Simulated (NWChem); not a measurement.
Species: Si$_{2}$H$_{3}$F, singlet; SMILES [SiH3][Si]F

Results from NWChem. Pople sets run with spherical d functions. Low-valent species are run as closed-shell singlets; no triplet was tried in these runs. Structure relaxed at the PBE-D3(BJ)/def2-SVP level. Static field.

| level | isotropic polarisability (bohr³) | anisotropy (bohr³) |
|---|---|---|
| PBE/6-31+G* | 63.4 | 39.4 |
| B3LYP/6-31+G* | 61.3 | 37.0 |
| CAM-B3LYP/6-31+G* | 60.1 | 34.6 |
| LDA (Slater exchange, VWN5)/6-31+G* | 64.2 | 40.8 |
